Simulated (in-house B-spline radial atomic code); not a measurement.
**LDA exchange-only excitations of Al⁺**

Method: LDA exchange-only. Computed with an all-electron radial atomic-structure program (B-spline basis): linear response of the closed shell [Ne] 3s2 with the functional's adiabatic kernel; scalar-relativistic (spin-free one-electron X2C), finite nucleus, no spin-orbit coupling, no double excitations, S, P, D and F terms only.

Command:
```bash
python run_td.py task.json out
```
Settings (radii: box in bohr, nucleus in fm):
```
Z                        13
electrons                12
configuration            [Ne] 3s2
hamiltonian              x2c
method                   lda,
box_radius               41.61
rms_radius               3.061
intervals                76
```

Cost of the run: 0.3 s on 1 thread of Intel(R) Xeon(R) Platinum 8488C (Sapphire Rapids), with other jobs on the host.

The lowest states, in the order of their Tamm-Dancoff energies; the method's threshold (minus the highest occupied level) is 13.781 eV. Labels give the largest channel, * marks a mixed state, and oscillator strengths are full-response dipole values. Measured ¹D terms are left out, since they can mix with doubly excited terms. Semilocal kernels can invert the small singlet-triplet splittings of Rydberg terms. Energies in eV:

```
     state  full response  Tamm-Dancoff  oscillator strength  measured (J-weighted term)
3s → 3p 3P          3.822         4.135                    -                       4.651
3s → 3p 1P          7.416         7.790                 1.74                       7.421
3s → 4s 3S         10.022        10.038                    -                      11.317
3s → 3d 3D         10.388        10.445                    -                      11.847
3s → 4s 1S         10.621        10.637                    -                      11.822
3s → 3d 1D              ?             ?                    -                           -
3s → 4p 3P         11.320        11.333                    -                      13.075
3s → 4p 1P         11.638        11.681               0.0151                      13.257
3s → 5s 3S              ?             ?                    -                           ?
```

(1) Where does 3s → 5s 3S lie?

(2) Where does 3s → 3d 1D lie?

(3) How large is the singlet-triplet splitting of 3s → 3p (P terms) in Tamm-Dancoff?

(4) What polarisabilities and dispersion coefficient does the method give?

Answers

(1) At 12.274 eV in full response, 12.277 eV in Tamm-Dancoff; measured 14.890 eV.

(2) At 11.185 eV in full response, 11.189 eV in Tamm-Dancoff.

(3) 3.65 eV, from the unrounded values.

(4) Dipole 23.92 bohr³, quadrupole 136.3 bohr⁵, C6 120.6 hartree·bohr⁶ for two such species.
